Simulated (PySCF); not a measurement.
C3H9OSi, SMILES CO[Si](C)C, multiplicity 2. The structure is a stationary point at PBE-D3(BJ)/def2-SVP. The isomer is the one that the SMILES or the coordinates give; other isomers of the formula were not compared. Other conformers were not sampled.

Computed equilibrium geometry at PBE-D3(BJ)/def2-SVP (PySCF confirms it by a frequency run) as bond lengths and angles (one conformer of several):
Atoms: C1 O2 Si3 C4 C5 H6 H7 H8 H9 H10 H11 H12 H13 H14. Bond lengths (Å): C1–O2 1.410, C1–H6 1.115, C1–H7 1.116, C1–H8 1.110, O2–Si3 1.697, Si3–C4 1.889, Si3–C5 1.901, C4–H9 1.109, C4–H10 1.111, C4–H11 1.108, C5–H12 1.112, C5–H13 1.108, C5–H14 1.109. Angles (°): O2–C1–H6 112.2, O2–C1–H7 112.6, O2–C1–H8 108.7, H6–C1–H7 107.6, H6–C1–H8 107.7, H7–C1–H8 107.7, C1–O2–Si3 124.8, O2–Si3–C4 104.5, O2–Si3–C5 110.2, C4–Si3–C5 110.8, Si3–C4–H9 110.7, Si3–C4–H10 110.0, Si3–C4–H11 111.1, H9–C4–H10 108.5, H9–C4–H11 108.4, H10–C4–H11 108.2, Si3–C5–H12 110.1, Si3–C5–H13 112.3, Si3–C5–H14 110.1, H12–C5–H13 108.3, H12–C5–H14 108.3, H13–C5–H14 107.7.
Charge 0, spin multiplicity 2.
